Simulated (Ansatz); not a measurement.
Mulliken charges of `FBr` from ωB97M-V/def2-TZVPP in Ansatz (PBE0-D4/def2-TZVP geometry).

```
atom  x (Å)  y (Å)  z (Å)  charge (e)
  F1  0.000  0.000  0.023      -0.248
 Br2  0.000  0.000  1.777       0.248
```

Problem. By hand: the dipole of these point charges (1 e Å = 4.8032 D).

Solution. Σ q r = (0.000, 0.000, 0.435) e Å, of length 0.435 e Å = 2.09 D.

Problem. How does the dipole of the full density compare? (An estimate is asked.)

Solution. Computed: (0.000, 0.000, 0.300) e Å, 1.44 D; the point charges give 1.45 times that, at 0° from its direction.

Point charges leave out the atoms' own dipoles, such as those of lone pairs, and Mulliken's split depends on the basis, so the two needn't agree.
